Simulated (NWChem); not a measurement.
Species: C2H4Cl2Si; SMILES [SiH3]C=C(Cl)Cl

Computed with NWChem. Medium grid unless said otherwise, to which SCAN and Minnesota functionals are sensitive. Structure relaxed at the PBE0/def2-SVP level. B3LYP is NWChem's, with the RPA form of VWN correlation. Total energies of different functionals are on different scales.

```csv
level,energy (Ha),highest occupied level (eV),orbital gap (eV),dipole (D)
PBE/def2-TZVP,-1287.9170,-6.49,4.40,0.68
B3LYP/def2-TZVP,-1288.5982,-7.41,6.01,0.79
BLYP/def2-TZVP,-1288.5003,-6.32,4.39,0.67
r2SCAN/def2-TZVP,-1288.4114,-6.74,4.76,0.77
Hartree-Fock/def2-TZVP,-1286.0242,-10.14,12.55,1.06
TPSSh/def2-TZVP,-1288.6054,-7.01,5.38,0.82
```
